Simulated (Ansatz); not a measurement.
C2H2FNOZn, SMILES `N=C1O[CH]1[Zn][F]`, 8 atoms. The species carries charge 0 and has multiplicity 1. For Zn the d shell is correlated and the shells below it are frozen. Scalar relativity is left out up to krypton. All runs use 4 threads of an Arm Neoverse V1 on a shared host. Correlated methods freeze the cores.

Task: How many basis functions does each run have, and how long does it take in Ansatz? RHF-CCSD(T) with 3s3p of Cu, Zn/def2-TZVPP energy; RKS PBE0-D4/def2-SVP energy; RKS PBE0-D4/def2-QZVPP energy; RKS PBE0-D4/def2-TZVP relaxation (7 steps); direct RPA on PBE orbitals with 3s3p of Cu, Zn/def2-TZVPP energy; RHF-MP2 with 3s3p of Cu, Zn/def2-QZVPP energy; RHF-CCSD(T) with 3s3p of Cu, Zn/def2-SVP energy; RKS ωB97M-V/def2-QZVPP energy; RKS SPW92 (LDA)/def2-TZVPP energy; RKS B97M-V/def2-TZVPP energy; RKS ωB97X-V/def2-TZVPP energy; RKS ωB97M-V/def2-SVP energy. (Estimate.)

Result: The calculation gave: Other jobs shared the machine, so times are rough.

```tsv
level	job	functions	wall time	peak host memory (GiB)
RKS PBE0-D4/def2-SVP	energy	111	1.4 s	0.22
RKS SPW92 (LDA)/def2-TZVPP	energy	247	1.4 s	0.3
RKS ωB97M-V/def2-SVP	energy	111	6 s	0.33
direct RPA on PBE orbitals with 3s3p of Cu, Zn/def2-TZVPP	energy	247	6.5 s	0.6
RKS ωB97X-V/def2-TZVPP	energy	247	9 s	0.79
RHF-CCSD(T) with 3s3p of Cu, Zn/def2-SVP	energy	111	9.5 s	0.54
RKS PBE0-D4/def2-QZVPP	energy	445	9.5 s	1.6
RKS B97M-V/def2-TZVPP	energy	247	11 s	0.41
RKS ωB97M-V/def2-QZVPP	energy	445	22 s	1.9
RHF-MP2 with 3s3p of Cu, Zn/def2-QZVPP	energy	445	22 s	2.5
RKS PBE0-D4/def2-TZVP	relaxation (7 steps)	215	35 s	0.6
RHF-CCSD(T) with 3s3p of Cu, Zn/def2-TZVPP	energy	247	4.7 min	5.4
```
